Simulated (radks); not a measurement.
Problem. These are the eigenvalues of the occupied orbitals of an atom or ion with whole-number occupations (eV). All-electron calculation, Dirac Kohn-Sham, PBE, spin-unpolarised, spherical densities, point nucleus. Program: a radial shooting solver on a logarithmic mesh with Libxc functionals.

orbital  eigenvalue
1s1/2     -40315.75
2s1/2     -7716.593
2p1/2     -7378.264
2p3/2     -6960.834
3s1/2     -2680.264
3p1/2     -2545.130
3p3/2     -2452.154
3d3/2     -2232.882
3d5/2     -2211.745

Which element is it, and in what charge state? The configuration may be excited. Open shells, if any, are shared by 2j + 1.

Solution. Z = 57, lanthanum, charge +34: La34+ in [Ar] 3d5. The list shows which subshells hold electrons but not how many an open one holds; the 1s level, -1481.6 hartree, gives Z - s = 54.4 by -(Z - s)^2/2, which with screening and relativity narrows Z to a few neighbours, and the depths of the outer levels then fix element, charge and occupations together.
